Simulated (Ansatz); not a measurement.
Molecular dynamics of Cl₃FH₃OTa

The input (input.yaml):

```yaml
crystal:
  periodic: [false, false, false]
  atoms:
    - { symbol: Ta, position_ang: [-0.050327, -0.253663, -0.169792] }
    - { symbol: O, position_ang: [2.043061, 0.026274, -0.267833] }
    - { symbol: H, position_ang: [2.453978, 0.044326, 0.609731] }
    - { symbol: F, position_ang: [0.425058, -0.706042, 1.602384] }
    - { symbol: Cl, position_ang: [0.02656, 0.015521, -2.460672] }
    - { symbol: Cl, position_ang: [-0.745063, 1.879086, 0.367489] }
    - { symbol: Cl, position_ang: [-1.917678, -1.57172, -0.134987] }
    - { symbol: H, position_ang: [0.969507, -1.863424, -0.551874] }
    - { symbol: H, position_ang: [1.735605, -1.146758, -0.467646] }
basis:
  gaussian: { orbitals: def2-SVP }
hamiltonian:
  xc: pbe0
  dispersion: d4
md:
  timestep: 0.5
  n_steps: 200
  ensemble: nve
  temperature: 100.0
  initial_velocities: maxwell_boltzmann
  seed: 11217
```

Launched with:

```bash
$ ansatz run input.yaml --threads 4 --pin off --max-ram 5120MiB --backend cpu --events-out ev --progress --plain --runs-dir out
```

It starts at the highest image of a converged band, a first-order saddle point between two minima.

Output, in part (step lines, the closing report, with atoms numbered from 0):

```
md step     0: t =     0.00 fs  T =   100.0 K  F+E_penalty+E_count = -43905.98637551 eV  E_kin = 0.090482 eV  conserved = -43905.89589351 eV  (31 SCF iters)
md step     1: t =     0.50 fs  T =    98.9 K  F+E_penalty+E_count = -43905.98538083 eV  E_kin = 0.089493 eV  conserved = -43905.89588781 eV  (36 SCF iters)
md step     2: t =     1.00 fs  T =    95.8 K  F+E_penalty+E_count = -43905.98253134 eV  E_kin = 0.086663 eV  conserved = -43905.89586821 eV  (36 SCF iters)
md step     3: t =     1.50 fs  T =    91.0 K  F+E_penalty+E_count = -43905.97814588 eV  E_kin = 0.082309 eV  conserved = -43905.89583730 eV  (36 SCF iters)
md step     4: t =     2.00 fs  T =    85.0 K  F+E_penalty+E_count = -43905.97271727 eV  E_kin = 0.076917 eV  conserved = -43905.89580013 eV  (36 SCF iters)
md step     5: t =     2.50 fs  T =    78.6 K  F+E_penalty+E_count = -43905.96683665 eV  E_kin = 0.071075 eV  conserved = -43905.89576186 eV  (37 SCF iters)
md step     6: t =     3.00 fs  T =    72.3 K  F+E_penalty+E_count = -43905.96111289 eV  E_kin = 0.065386 eV  conserved = -43905.89572732 eV  (37 SCF iters)
md step     7: t =     3.50 fs  T =    66.8 K  F+E_penalty+E_count = -43905.95609913 eV  E_kin = 0.060400 eV  conserved = -43905.89569933 eV  (37 SCF iters)
[... lines left out ...]
Total energy: -43906.32962135 eV, -1613.5278528053 hartree
Atom 0 at    -0.137875    -0.362325    -0.166370 Å, force     0.507831     0.214574     0.005757 eV/Å
Atom 1 at     2.269229     0.604595    -0.184865 Å, force    -0.657298     0.724748    -2.344172 eV/Å
Atom 2 at     2.339921     0.164570     0.626377 Å, force     0.672343    -1.080671     2.344177 eV/Å
Atom 3 at     0.552232    -0.519242     1.593593 Å, force    -0.102684    -0.295007    -0.189997 eV/Å
Atom 4 at     0.079550     0.201589    -2.384094 Å, force    -0.056543    -0.448270    -0.444494 eV/Å
Atom 5 at    -0.424904     1.875829     0.233498 Å, force    -0.241240     0.600806     0.360192 eV/Å
Atom 6 at    -2.046494    -1.609533    -0.119661 Å, force     0.190825     0.122145     0.033469 eV/Å
Atom 7 at     1.147114    -1.515936    -0.508119 Å, force    -0.060065    -0.025629    -0.074222 eV/Å
Atom 8 at     2.808441     0.092439    -0.813311 Å, force    -0.253169     0.187303     0.309290 eV/Å
Dipole moment:     0.405449    -0.301634    -0.005542 e Å
```

The steps, from the saved trajectory:

```csv
time (fs),T (K),potential energy less start (eV),conserved less start (meV/atom)
0,100,0.000,0.00
3,72,0.025,0.02
6,62,0.035,0.02
9,79,0.019,0.01
12,71,0.027,0.03
15,130,-0.027,0.03
18,198,-0.089,-0.07
21,279,-0.163,-0.10
24,271,-0.155,0.06
27,430,-0.301,-0.20
30,415,-0.286,-0.05
33,362,-0.236,0.08
36,469,-0.336,-0.25
39,427,-0.297,-0.15
42,332,-0.209,0.10
45,424,-0.295,-0.21
48,433,-0.304,-0.23
51,331,-0.208,0.08
54,379,-0.254,-0.08
57,410,-0.282,-0.19
60,318,-0.197,0.03
63,313,-0.192,0.06
66,364,-0.240,-0.10
69,339,-0.216,-0.02
72,342,-0.218,0.08
75,416,-0.286,-0.05
78,441,-0.309,-0.07
81,463,-0.329,-0.01
84,495,-0.357,-0.04
87,504,-0.367,-0.09
90,513,-0.375,-0.09
93,493,-0.356,-0.05
96,485,-0.349,-0.08
99,495,-0.358,-0.13
```

All steps were run. The conserved energy stayed within 0.25 meV per atom of its start (net change -0.026 meV per atom), so the integration is sound. The kinetic energy rose, since the run started high on the potential surface and went downhill. A run of 0.1 ps of so small a system gives no equilibrium averages. The orbitals stay closed-shell, which can raise the energy where a bond breaks towards radicals; this wasn't checked here.

Between its relaxed ends the band would form Ta1–H8, O2–H9 and break H8–H9. These pairs go: Ta1–H8 1.94 → 1.76 Å, O2–H9 1.23 → 0.97 Å, H8–H9 1.05 → 2.33 Å. In the last frame they stand as after the step (other bonds may differ from the relaxed reactants and products). Also parted: Ta1–H9 2.02 → 3.05 Å. It ends as one piece, Cl3FH3OTa. Pairs count as bonded within 1.25 times the sum of covalent radii (0.12 Å more for H–H).

Last frame:

```xyz
9
Properties=species:S:1:pos:R:3
Ta -0.138 -0.362 -0.166
O 2.269 0.605 -0.185
H 2.340 0.165 0.626
F 0.552 -0.519 1.594
Cl 0.080 0.202 -2.384
Cl -0.425 1.876 0.234
Cl -2.046 -1.609 -0.120
H 1.147 -1.516 -0.508
H 2.808 0.092 -0.813
```

The run took 11 min on 4 threads of Intel(R) Xeon(R) Platinum 8259CL CPU @ 2.50GHz (Skylake/Cascade Lake), on a shared host, peak memory 0.41 GiB.
